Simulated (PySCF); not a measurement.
H₄O₂SiZn, SMILES [SiH3][O][Zn][OH].

Coordinates come from a PBE0-D3(BJ)/def2-SVP optimisation. The structure was generated by enumeration; whether it is a known compound was not checked. The values are those of a single conformer.

The numbers are results of TDDFT-PBE/def2-SVPD run with PySCF, not measurements.

Vertical excitations. The molecule is in vacuum.

Question: Give excitation energies, oscillator strengths and character. (Estimate from the structure and the level; the computed values follow.)

Answer: 
```csv
state,energy (eV),λ (nm),f,main pairs
S1,4.70,264,0.007,HOMO→LUMO 93 %
S2,4.79,259,0.007,HOMO−1→LUMO 93 %
S3,5.18,239,0.025,HOMO−2→LUMO 99 %
S4,6.09,204,0.046,HOMO−3→LUMO 80 %
S5,6.18,200,0.003,HOMO→LUMO+1 96 %
S6,6.31,196,0.002,"HOMO−1→LUMO+1 72 %, HOMO→LUMO+2 26 %"
S7,6.44,193,0.015,"HOMO−1→LUMO+2 69 %, HOMO→LUMO+2 20 %"
S8,6.60,188,0.019,"HOMO→LUMO+2 24 %, HOMO−4→LUMO 23 %, HOMO−1→LUMO+2 15 %, HOMO−2→LUMO+1 13 %"
S9,6.64,187,0.003,HOMO−2→LUMO+1 80 %
S10,6.67,186,0.026,"HOMO−4→LUMO 61 %, HOMO−5→LUMO 11 %, HOMO−2→LUMO+2 10 %"
T1,4.44,279,0,HOMO→LUMO 94 %
T2,4.55,272,0,HOMO−1→LUMO 94 %
T3,4.86,255,0,HOMO−2→LUMO 98 %
T4,5.42,229,0,HOMO−3→LUMO 97 %
```
Triplets are in the Tamm–Dancoff approximation, which puts them higher than full response would, so one can lie above its singlet here.
